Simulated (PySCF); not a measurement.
**Structure from NMR data**

An unknown has the formula C4H12Si3. Its calculated NMR data are:

¹H NMR (500 MHz, computed): δ 4.52 (m, 1H), 4.28 (m, 1H), 4.24 (s, 3H), 4.02 (d, 3H), 1.27 (d, 3H), 0.51 (m, 1H).

¹³C{¹H} NMR (computed): δ 119.0 (C), 114.6 (C), 14.3 (CH3), 1.9 (CH).

[PySCF 2.14.0 with density-fitted response routines: geometry: GFN2-xTB; GIAO PBE0/pcSseg-1 shieldings; one computed conformer; isolated molecule; no relativistic terms; averaged over atoms made equivalent by symmetry, fast rotation or ring inversion]

Shifts are taken against calculated references (same method and geometry level): ¹H (σ = 31.72 ppm), ¹³C (σ = 186.93 ppm) vs TMS.

Question: Choose the structure that fits.
A. C#C[C@@H](C)[SiH]([SiH3])[SiH3]
B. CC#C[SiH2][Si@@H](C)[SiH3]
C. [SiH3]C([SiH3])([SiH3])C1=CC1
D. C[C@H]([SiH3])[SiH2]C#C[SiH3]

Answer: D. 

Rings plus π bonds: 2 (no ring in the answer). 4 carbon signals for 4 carbons: no two carbons are equivalent. Carbon types of the structure: 2 × C, 1 × CH, 1 × CH3, leaving 8 H on heteroatoms. δC 119.0, 114.6: alkyne carbon. δC 14.3: methyl carbon; aliphatic region, no heteroatom directly attached. δC 1.9: sp3 CH bonded to 2 Si; an electropositive neighbour leaves it electron-rich and shielded. δH 4.52, 4.28: hydrogen on a silicon bonded to 2 C. δH 0.51: hydrogen on an sp3 CH bonded to 2 Si; an electropositive neighbour shields it, as in TMS itself.

The others: C#C[C@@H](C)[SiH]([SiH3])[SiH3] has carbons computed at 92.0, 76.3, 23.2, 11.7, with a different DEPT pattern; CC#C[SiH2][Si@@H](C)[SiH3] has carbons computed at 116.3, 78.7, 6.3, -8.2, with a different DEPT pattern; [SiH3]C([SiH3])([SiH3])C1=CC1 would give 3 signals for carbon-bound and other non-exchanging H, not 6.

Shifts are as computed. Against solution values, carbons near 30 ppm lie about +3 ppm off and those near 130 ppm about +5 ppm. Of 1211 compounds with measured shifts, 218 miss one by over three times the rms of a fit or turn the order of signals round; such compounds aren't used in these exercises. Multiplicities follow the n + 1 count of equivalent neighbours, as no J values were calculated; m marks all less simple cases, F and P coupling included.
